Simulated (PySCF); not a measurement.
**Polarisability and C₆ of V²⁺ (vanadium, charge +2)**

[Ar] 3d3, high-spin 4F determinant. Computed with PySCF 2.14 in aug-cc-pVTZ (8s7p5d3f2g, 93 functions), with the non-relativistic Hamiltonian (point nucleus). Coupled (time-dependent) response in atomic units; α is the mean over directions.

| method | mean α (bohr³) | C₆ (like pair) | S(−4) |
| --- | --- | --- | --- |
| wB97X-V | 4.572 | 13.75 | 14.83 |

S(−4) is the Cauchy moment in α(ω) = α(0) + S(−4) ω² + …

α(iu) at wB97X-V:

```csv
u (hartree),α(iu) (bohr³)
0,4.572
0.0500,4.536
0.100,4.433
0.200,4.099
0.300,3.714
0.500,3.049
0.750,2.457
1.00,2.032
1.50,1.450
2.00,1.075
3.00,0.6457
5.00,0.3017
```

A single London oscillator, α(iu) = α/(1 + u²/ω²), gives C₆ = (3/4) ω α². Matching the computed C₆ needs ω = 4 × 13.75 / (3 × 4.572²) = 0.877 hartree.

For an ion, C₆ is the dispersion term alone; charge-induced terms of lower order in 1/R come first.
